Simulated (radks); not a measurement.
All-electron atom: Cr XIX in [He] 2s2 2p2 (the NIST ground configuration). Method: Dirac Kohn-Sham, PBE, spin-unpolarised, spherical densities, finite nucleus; open shells fill j = l - 1/2 first; Fermi nuclear charge, rms radius 3.6452 fm; computed with a radial shooting solver on a logarithmic mesh with Libxc functionals. Some entries of the table are withheld. Estimate them.

| orbital | occ. | eigenvalue (eV) | <r> (bohr) | <r^2> (bohr^2) |
|---|---|---|---|---|
| 1s1/2 | 2 | -6809.437 | 0.06328 | 0.005377 |
| 2s1/2 | 2 | (1) | 0.2714 | 0.08637 |
| 2p1/2 | 2 | -1346.305 | 0.2332 | (2) |
| 2p3/2 | 0 | -1335.554 | 0.2355 | (3) |
| 3s1/2 | 0 | -575.5246 | 0.6468 | 0.4752 |
| 3p1/2 | 0 | (4) | 0.6185 | 0.4408 |
| 3p3/2 | 0 | (5) | 0.6219 | 0.4455 |

Answer. 
(1) 2s1/2 eigenvalue (eV): -1415.099
(2) 2p1/2 <r^2> (bohr^2): 0.06593
(3) 2p3/2 <r^2> (bohr^2): 0.06715
(4) 3p1/2 eigenvalue (eV): -553.7343
(5) 3p3/2 eigenvalue (eV): -550.9175
